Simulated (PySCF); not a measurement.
# Antimony: a sound run and one with changed settings

Sound run: Sb [Kr] 4d10 5s2 5p3, Sb+ [Kr] 4d10 5s2 5p2. Computed with PySCF 2.14 in x2c-SVPall, with scalar relativity by spin-free X2C-1e. The sound run starts from symmetry-adapted Hartree-Fock orbitals and uses a fine grid where one is needed.

Changed run: radial step 0.8 in ln r (0.13 in the sound run). This setting is unsound on purpose.

| species | method | sound run (hartree) | changed run (hartree) | converged |
| --- | --- | --- | --- | --- |
| Sb | UHF | -6477.25596 | -6477.25596 | yes |
| Sb | TPSS | -6479.72807 | -6477.76131 | yes |
| Sb | B3LYP | -6480.07848 | -6478.34238 | yes |
| Sb+ | UHF | -6476.94088 | -6476.94088 | yes |
| Sb+ | TPSS | -6479.39816 | -6477.42708 | yes |
| Sb+ | B3LYP | -6479.75083 | -6478.01373 | yes |

Ionisation energy of Sb:

```json
{"method": "UHF", "sound run (eV)": "8.574", "changed run (eV)": "8.574"}
{"method": "TPSS", "sound run (eV)": "8.977", "changed run (eV)": "9.095"}
{"method": "B3LYP", "sound run (eV)": "8.916", "changed run (eV)": "8.943"}
```

A coarse radial grid mis-integrates the density and the exchange-correlation energy, with errors of either sign; Hartree-Fock needs no grid.

For comparison, NIST gives 8.608 eV between the lowest levels.
